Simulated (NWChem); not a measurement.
System: SiNH4OCl; SMILES N[SiH](O)Cl

Input file for NWChem:

```
start job
memory heap 200 mb stack 900 mb global 1100 mb
geometry units angstroms noautoz
  Si    -0.077149    -0.533216    -0.404967
  N      1.250072    -1.341362     0.281385
  O     -1.431834    -1.030268     0.400791
  Cl    -0.055485     1.550765    -0.218650
  H     -0.077589    -0.800398    -1.862809
  H      2.114833    -1.456824    -0.232365
  H      1.385835    -1.385294     1.284576
  H     -2.118953    -0.364958     0.503712
end
basis spherical
  * library def2-svpd
end
dft
  xc pbe0
  iterations 150
end
tddft
  cis
  nroots 6
  notriplet
end
task tddft energy
```

Geometry: optimised at PBE0/def2-SVP.

Vertical excitations in the gas phase.

### Question
Give the results of this calculation. (PBE0/def2-SVPD, TDA.) Quantities: lowest excitation, singlet (eV); oscillator strength of that lowest state; lowest state with f > 0.02, singlet (eV); oscillator strength of that bright state; orbital gap (eV).

### Answer
| Property | Value |
|---|---|
| lowest excitation, singlet (eV) | 7.08 |
| oscillator strength of that lowest state | 0.041 |
| lowest state with f > 0.02, singlet (eV) | 7.08 |
| oscillator strength of that bright state | 0.041 |
| orbital gap (eV) | 8.34 |
